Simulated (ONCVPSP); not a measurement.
## What the settings do to the ONCV potential of chromium

Base potential:

| Item | Value |
| --- | --- |
| Element | Cr |
| Generator | ONCVPSP 4.0.1 |
| Type | optimised norm-conserving Vanderbilt (ONCV) |
| Functional | PBEsol |
| Relativity | scalar-relativistic |
| Frozen core | [Ne] |
| Valence charge | 14 |
| Reference configuration | 3s2 3p6 3d5 4s1 |
| Partial waves | 3s+4s: rc 1.55 bohr, ncon 5, nbas 9, qcut 8.8 1/bohr, 2 projectors; 3p: rc 0.90 bohr, ncon 5, nbas 8, qcut 9.7 1/bohr, 2 projectors, debl 2.1 Ha; 3d: rc 1.90 bohr, ncon 3, nbas 7, qcut 6.5 1/bohr, 1 projector |
| Local potential | polynomial inside 0.70 bohr (lpopt 5, dvloc0 1 Ha) |
| Core correction | Teter function, fcfact 2.75, rcfact 1.35 |

All-electron outer shells of the reference configuration (PBEsol, scalar-relativistic, ld1.x):

| shell | level (eV) | outermost node (bohr) | outermost maximum (bohr) |
| --- | --- | --- | --- |
| 2p | -560.29 | – | 0.20 |
| 3s | -73.77 | 0.36 | 0.78 |
| 3p | -45.34 | 0.33 | 0.80 |
| 4s | -4.02 | 1.12 | 2.74 |
| 3d | -2.93 | – | 0.84 |

Cutoffs, loose and tight: the cutoffs (Ha) at which the residual kinetic energy of the hardest occupied pseudo-wave falls to 1 and 0.1 mHa per electron. They do not see the model core or the augmentation charge, which bear on the density cutoff. Test errors are all-electron minus pseudo excitation energies from the reference, over the configurations 3s2 3p6 3d5 4s0; 3s2 3p6 3d4 4s0; 3s2 3p6 3d3 4s0; 3s2 3p6 3d5 4s0 4p1. A dash means not determined; rows that change the core or the reference have their own tests. The largest error is taken over the tests solved by every variant that gives reliable tests at all: 3s2 3p6 3d4 4s0; 3s2 3p6 3d5 4s0; 3s2 3p6 3d5 4s0 4p1.

A true bound ghost makes a file unfit for plane-wave use even where its test errors are small: the radial tests pick states by their node count and pass the ghost by.

| change | outcome | cutoff, loose | cutoff, tight | bound ghosts | GHOST(+) flags above zero | largest test error (meV) |
| --- | --- | --- | --- | --- | --- | --- |
| base | generated | 52 Ha | 186 Ha | none | s | -18 |
| all radii but the core radius scaled by about 0.77 (s 1.20, p 0.70, d 1.46 bohr); local potential polynomial inside 0.54 bohr (lpopt 5, dvloc0 1 Ha) | generated | – | – | p | s, p, d | -35 |
| all radii but the core radius scaled by about 0.86 (s 1.34, p 0.78, d 1.64 bohr); local potential polynomial inside 0.60 bohr (lpopt 5, dvloc0 1 Ha) | generated | 70 Ha | 287 Ha | none | s, p, d | -25 |
| all radii but the core radius scaled by about 1.06 (s 1.64, p 0.96, d 2.02 bohr); local potential polynomial inside 0.74 bohr (lpopt 5, dvloc0 1 Ha) | generated | 49 Ha | 173 Ha | none | s | -16 |
| all radii but the core radius scaled by about 1.16 (s 1.80, p 1.04, d 2.20 bohr); local potential polynomial inside 0.80 bohr (lpopt 5, dvloc0 1 Ha) | generated | 43 Ha | 145 Ha | none | none | +15 |
| all radii but the core radius scaled by about 1.24 (s 1.92, p 1.12, d 2.34 bohr); local potential polynomial inside 0.86 bohr (lpopt 5, dvloc0 1 Ha) | generated | 34 Ha | 85 Ha | none | none | +16 |
| all radii but the core radius scaled by about 1.33 (s 2.06, p 1.20, d 2.52 bohr); local potential polynomial inside 0.92 bohr (lpopt 5, dvloc0 1 Ha) | generated | 25 Ha | 45 Ha | none | none | +17 |

Reading the sweep of the scale of all radii but the core radius (base = 1) (base included, trends over the rows without a ghost): The loose cutoff falls from 70 Ha at 0.86 to 25 Ha at 1.33. A larger radius leaves more room for a smooth pseudo-wave, so fewer plane waves are needed; a smaller one forces it to follow the all-electron wave where it bends sharply. Bound ghosts are found at 0.77.
